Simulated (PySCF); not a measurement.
Two species compared at the same levels of theory.

First species: C₂H₁₁PSSi₂.
Numbering: `[CH3:1][Si@H:2]([PH2:3])[CH2:4][S:5][SiH3:6]` (hydrogens: H7, H8, H9 on C1; H10 on Si2; H11, H12 on P3; H13, H14 on C4; H15, H16, H17 on Si6)

Cartesian coordinates in Å at the GFN2-xTB level; atoms count from 1:
```
atom  x, y, z in Å
C1    -1.059    1.697    0.830
Si2   -0.939    0.071   -0.146
P3    -2.936   -0.963   -0.082
C4     0.282   -1.120    0.714
S5     1.838   -0.306    1.228
Si6    2.901   -0.107   -0.613
H7    -1.522    2.486    0.245
H8    -1.650    1.563    1.733
H9    -0.071    2.034    1.129
H10   -0.439    0.321   -1.514
H11   -2.640   -1.879   -1.075
H12   -3.532   -0.096   -0.978
H13    0.546   -1.974    0.092
H14   -0.146   -1.502    1.639
H15    2.807   -1.382   -1.315
H16    4.249    0.214   -0.182
H17    2.303    0.957   -1.414
```

Second species: C₂H₁₁PSSi₂.
Cartesian coordinates in Å at the GFN2-xTB level; atoms count from 1:
```xyz
17
C2H11PSSi2 angstrom
C     -2.752   -0.147   -0.734
C     -2.245    0.583    0.492
S     -0.467    1.010    0.369
Si     0.450   -0.881    0.792
P      2.664   -0.766    0.945
Si     3.243    0.469   -0.827
H     -3.824   -0.312   -0.648
H     -2.561    0.442   -1.628
H     -2.260   -1.111   -0.841
H     -2.749    1.541    0.609
H     -2.383   -0.006    1.397
H      0.124   -1.835   -0.268
H     -0.099   -1.340    2.068
H      2.692    0.275    1.845
H      2.507    1.729   -0.909
H      4.675    0.720   -0.671
H      2.978   -0.359   -2.003
```

Levels: CAM-B3LYP/def2-SVPD for dipole moment, HOMO energy, LUMO energy, HOMO–LUMO gap, static isotropic polarisability and electronic spatial extent ⟨r²⟩ about the centre of nuclear charge; TDDFT CAM-B3LYP/def2-SVPD for lowest singlet excitation; TDA CAM-B3LYP/def2-SVPD for lowest triplet excitation (Tamm–Dancoff); GFN2-xTB for rotational constant A and rotational constant C. Geometries: GFN2-xTB. Each structure is a single optimised conformer of the isolated species, non-relativistic unless stated; the electronic structure was computed with PySCF and density fitting.

Dipoles, sizes and rotational constants follow the conformer. The torsions of the flexible species, by atom-mapped SMILES:
- `[CH3:1][Si@H:2]([PH2:3])[CH2:4][S:5][SiH3:6]`: C1–Si2–C4–S5 -45°, Si2–C4–S5–Si6 -76°, H–P3–Si2–C1 167°, H–P3–Si2–C1 74°
- `[CH3:1][CH2:2][S:3][SiH2:4][PH:5][SiH3:6]`: C1–C2–S3–Si4 -77°, C2–S3–Si4–P5 -174°, S3–Si4–P5–Si6 -46°

Question: Which of the two has the higher HOMO energy, and by how much?

Answer: The first: -7.96 eV against -8.14 eV, a difference of 0.18 eV.

Question: Which of the two has the higher LUMO energy, and by how much?

Answer: The first: 0.80 eV against 0.74 eV, a difference of 0.06 eV.

Question: Which of the two has the higher static isotropic polarisability, and by how much?

Answer: The second: 129.1 au against 126.5 au, a difference of 2.6 au.

Question: Which has the higher rotational constant C?

Answer: The first: 0.623 GHz against 0.618 GHz, a difference of 0.005 GHz.

Question: Which has the higher dipole moment?

Answer: The first: 1.38 D against 1.32 D, a difference of 0.06 D.

Question: Which of the two has the higher ⟨r²⟩, and by how much?

Answer: The second: 1917 bohr² against 1904 bohr², a difference of 13 bohr².

Question: Which has the higher HOMO–LUMO gap?

Answer: The second: 8.88 eV against 8.76 eV, a difference of 0.12 eV.

Question: Which has the higher rotational constant A?

Answer: The second: 2.811 GHz against 2.802 GHz, a difference of 0.009 GHz.

On the first: In wavenumbers S1 is 44400 cm⁻¹ (1 eV = 8065.54 cm⁻¹). The vertical singlet–triplet gap S1 − T1 is 0.44 eV (TDDFT singlet less Tamm–Dancoff triplet).

On the second: The principal polarisabilities are 105.3, 121.3 and 160.5 au; their mean is the isotropic value. The dipole equals about 4.4 × 10⁻³⁰ C·m (1 D = 3.33564 × 10⁻³⁰ C·m).
